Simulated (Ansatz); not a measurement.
## Strength of the C–C bond: C2Cl2F4 → 2 CClF2

Species: C2Cl2F4 (dichlorotetrafluoroethane) `FC(F)(Cl)C(F)(F)Cl`, singlet; CClF2 (chlorodifluoromethyl radical) `F[C](F)Cl`, doublet. 

Shapes, held fixed at every level: PBE0-D4/def2-TZVP. Flexible molecules stand in one conformer, not always the lowest. Programs: Ansatz 0.2.0. The zero-point and thermal change to 298 K, harmonic and unscaled (PBE0-D4/def2-TZVP), is -10.2 kJ/mol.

```
                level                   kind  ΔH(298 K) (kJ/mol)  less CCSD(T)/CBS estimate
          HF/def2-SVP           Hartree–Fock              +259.5                     -118.5
    PBE-D4/def2-TZVPP                    GGA              +339.6                      -38.4
 r2SCAN-D4/def2-TZVPP               meta-GGA              +334.0                      -44.0
  BHLYP-D4/def2-TZVPP          global hybrid              +340.0                      -38.0
   PBE0-D4/def2-TZVPP          global hybrid              +346.2                      -31.8
r2SCAN0-D4/def2-TZVPP          global hybrid              +333.6                      -44.4
      CCSD/def2-TZVPP  coupled cluster or CI              +357.9                      -20.1
 CCSD(T)/CBS estimate  coupled cluster or CI              +378.0                        0.0
```

The highest level, CCSD(T)/CBS estimate, gives ΔH(298 K) = +378.0 kJ/mol; the levels span +259.5 to +378.0. The column of differences is taken from that level and isn't an error. Hartree–Fock misses the correlation of the pair that is broken and comes out low. No measured value is set beside it here. Open shells run unrestricted unless RO is named. The CBS estimate extrapolates MP2 from def2-TZVPP and def2-QZVPP and adds CCSD(T) − MP2 in the triple-zeta set, cores frozen.
